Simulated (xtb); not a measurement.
C$_{7}$H$_{9}$O, charge +1, singlet, at a GFN2-xTB geometry; xtb 6.7.1 with GFN0-xTB.

The xtb input:
```
$ xtb mol.xyz --gfn 0 --chrg 1 --acc 0.1 --json

# file mol.xyz
17

C      2.68581111     0.47233117    -0.23426577
O      1.70989725     0.21900805     0.81386579
C      0.34471567     0.03250646     0.32907195
C      0.01222459    -1.19816702    -0.20327298
C     -1.28799653    -1.38978475    -0.64407141
C     -2.21537241    -0.36423910    -0.54765958
C     -1.85671093     0.86026071    -0.00676033
C     -0.56031393     1.07014763     0.43843242
H      3.66463036     0.55667222     0.23538758
H      2.67916004    -0.38406176    -0.90637054
H      2.44929023     1.37869168    -0.79224115
H      1.70573102     0.97635760     1.43676038
H      0.74141377    -1.99032729    -0.25934878
H     -1.57168239    -2.34338551    -1.05898733
H     -3.22491764    -0.52078929    -0.89251364
H     -2.58071358     1.65504338     0.07210182
H     -0.27623520     2.02140386     0.86543975
```

Q: What does xtb print? Leave out banner, timings and long lists.

A: 
```
   ID    Z sym.   atoms
    1    6 C      1, 3-8
    2    8 O      2
    3    1 H      9-17

           -------------------------------------------------
          |                Calculation Setup                |
           -------------------------------------------------

           -------------------------------------------------
          |                 G F N 0 - x T B                 |
           -------------------------------------------------

          ...................................................
          :                      SETUP                      :
          :.................................................:
          :  # basis functions                  50          :
          :  # atomic orbitals                  50          :
          :  # shells                           34          :
          :  # electrons                        42          :
          :  electronic temp.          300.0000000     K    :
          :  accuracy                    0.1000000          :
          :  -> integral cutoff          0.3500000E+02      :
          :  -> integral neglect         0.1000000E-08      :
          ...................................................

         :::::::::::::::::::::::::::::::::::::::::::::::::::::
         ::                     SUMMARY                     ::
         :::::::::::::::::::::::::::::::::::::::::::::::::::::
         :: total energy             -21.319997806322 Eh    ::
         :: gradient norm              0.041746943595 Eh/a0 ::
         :: HOMO-LUMO gap              4.175691820829 eV    ::
         ::.................................................::
         :: H0 energy                -22.996777562762 Eh    ::
         :: repulsion energy           0.383363093125 Eh    ::
         :: electrostat energy         1.319374829472 Eh    ::
         :: -> Gsolv                   0.000000000000 Eh    ::
         ::    -> Gsasa                0.000000000000 Eh    ::
         ::    -> Gshift               0.000000000000 Eh    ::
         :: dispersion energy         -0.005420311042 Eh    ::
         :: short-range corr.         -0.020537855115 Eh    ::
         :: add. restraining           0.000000000000 Eh    ::
         :: total charge               1.000000000000 e     ::
         :::::::::::::::::::::::::::::::::::::::::::::::::::::

           -------------------------------------------------
          |                Property Printout                |
           -------------------------------------------------

    * Orbital Energies and Occupations

         #    Occupation            Energy/Eh            Energy/eV
      -------------------------------------------------------------
         1        2.0000           -0.6971884             -18.9715
       ...           ...                  ...                  ...
         9        2.0000           -0.5620324             -15.2937
        10        2.0000           -0.5493392             -14.9483
        11        2.0000           -0.5377859             -14.6339
        12        2.0000           -0.5293534             -14.4044
        13        2.0000           -0.5275706             -14.3559
        14        2.0000           -0.5180554             -14.0970
        15        2.0000           -0.5074900             -13.8095
        16        2.0000           -0.4985314             -13.5657
        17        2.0000           -0.4798962             -13.0586
        18        2.0000           -0.4724677             -12.8565
        19        2.0000           -0.4460230             -12.1369
        20        2.0000           -0.4373447             -11.9008
        21        2.0000           -0.4224374             -11.4951 (HOMO)
        22                         -0.2689836              -7.3194 (LUMO)
        23                         -0.2645383              -7.1985
        24                         -0.1983628              -5.3977
        25                         -0.1450207              -3.9462
        26                         -0.1358061              -3.6955
        27                         -0.1226361              -3.3371
        28                         -0.1168170              -3.1788
        29                         -0.1150117              -3.1296
        30                         -0.1075388              -2.9263
        31                         -0.1037161              -2.8223
        32                         -0.0906110              -2.4657
       ...                                ...                  ...
        50                          0.6645959              18.0846
      -------------------------------------------------------------
                  HL-Gap            0.1534539 Eh            4.1757 eV
             Fermi-level            0.0000000 Eh            0.0000 eV

     #   Z          covCN         q      C6AA      α(0)
     1   6 C        3.627    -0.283    29.895     7.959
     2   8 O        2.491    -0.257    18.069     5.754
     3   6 C        2.859     0.174    25.610     8.268
     4   6 C        2.914    -0.099    32.145     9.268
     5   6 C        2.925    -0.046    30.710     9.059
     6   6 C        2.919    -0.052    30.870     9.082
     7   6 C        2.924    -0.035    30.431     9.018
     8   6 C        2.914    -0.125    32.856     9.370
     9   1 H        0.925     0.216     1.021     1.580
    10   1 H        0.925     0.199     1.106     1.644
    11   1 H        0.924     0.190     1.152     1.679
    12   1 H        0.803     0.239     0.937     1.521
    13   1 H        0.926     0.178     1.218     1.726
    14   1 H        0.926     0.179     1.213     1.722
    15   1 H        0.926     0.179     1.211     1.721
    16   1 H        0.926     0.177     1.223     1.729
    17   1 H        0.926     0.168     1.275     1.766

 Mol. C6AA /au·bohr⁶  :       2741.715249
 Mol. C8AA /au·bohr⁸  :      67370.789087
 Mol. α(0) /au        :         82.866559

Wiberg/Mayer (AO) data.
largest (>0.10) Wiberg bond orders for each atom

 ---------------------------------------------------------------------------
     #   Z sym  total        # sym  WBO       # sym  WBO       # sym  WBO
 ---------------------------------------------------------------------------
     1   6 C    3.937 --    10 H    0.985    11 H    0.985     9 H    0.984
                             2 O    0.952
     2   8 O    2.971 --    12 H    0.970     1 C    0.952     3 C    0.949
     3   6 C    3.931 --     8 C    1.418     4 C    1.416     2 O    0.949
                             6 C    0.106
     4   6 C    3.989 --     5 C    1.437     3 C    1.416    13 H    0.969
                             7 C    0.113
     5   6 C    3.988 --     6 C    1.438     4 C    1.437    14 H    0.973
                             8 C    0.113
     6   6 C    3.988 --     7 C    1.440     5 C    1.438    15 H    0.973
                             3 C    0.106
     7   6 C    3.988 --     6 C    1.440     8 C    1.433    16 H    0.973
                             4 C    0.113
     8   6 C    3.988 --     7 C    1.433     3 C    1.418    17 H    0.968
                             5 C    0.113
     9   1 H    0.990 --     1 C    0.984
    10   1 H    0.992 --     1 C    0.985
    11   1 H    0.985 --     1 C    0.985
    12   1 H    0.972 --     2 O    0.970
    13   1 H    0.984 --     4 C    0.969
    14   1 H    0.984 --     5 C    0.973
    15   1 H    0.984 --     6 C    0.973
    16   1 H    0.984 --     7 C    0.973
    17   1 H    0.983 --     8 C    0.968
 ---------------------------------------------------------------------------

Topologies differ in total number of bonds
Writing topology from bond orders to xtbtopo.mol

 dipole moment from electron density (au)
     X       Y       Z
   3.1818   0.9350   1.3095  total (Debye):    9.063

           -------------------------------------------------
          | TOTAL ENERGY              -21.319997806322 Eh   |
          | GRADIENT NORM               0.041746943595 Eh/α |
          | HOMO-LUMO GAP               4.175691820829 eV   |
           -------------------------------------------------

normal termination of xtb
```
